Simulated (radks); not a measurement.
Ionisation of the xenon ion Xe26+, [Ar] 3d10, to [Ar] 3d9 as the strength of local exchange is varied. Method: Dirac Kohn-Sham, Slater X-alpha exchange (alpha = 2/3 is LDA exchange), no correlation, spin-unpolarised, spherical densities, finite nucleus; Fermi nuclear charge, rms radius 4.7859 fm; computed with a radial shooting solver on a logarithmic mesh with Libxc functionals.

| alpha | E(Xe26+) (hartree) | exchange (hartree) | IE (eV) | -e of the level emptied (eV) | <r> of it (bohr) |
|---|---|---|---|---|---|
| 0.598 | -7095.03832 | -133.25071 | 1486.5 | 1440.6 (3d5/2) | 0.2740 |
| 0.667 | -7110.42649 | -148.87881 | 1496.6 | 1450.6 (3d5/2) | 0.2732 |
| 0.861 | -7153.83204 | -193.09937 | 1525.0 | 1478.7 (3d5/2) | 0.2710 |
| 0.99 | -7182.80907 | -222.73309 | 1544.1 | 1497.6 (3d5/2) | 0.2696 |
| 0.999 | -7184.83414 | -224.80740 | 1545.4 | 1498.9 (3d5/2) | 0.2695 |
| 1.036 | -7193.16410 | -233.34447 | 1550.9 | 1504.4 (3d5/2) | 0.2691 |
| 1.049 | -7196.09263 | -236.34756 | 1552.9 | 1506.3 (3d5/2) | 0.2689 |

NIST Atomic Spectra Database: 1493 +/- 4 eV (theoretical). The Delta-SCF value meets it near alpha = 0.64. Spin polarisation and multiplet splitting are left out, so open shells lie too high by an amount that depends on their filling. Sharing an open shell by 2j + 1 raises it above the true ground level by a part of the spin-orbit splitting, which enters the differences from NIST.

Beside tabulated values, note that spin-unpolarised runs miss the spin-polarisation part of the exchange energy of open shells.
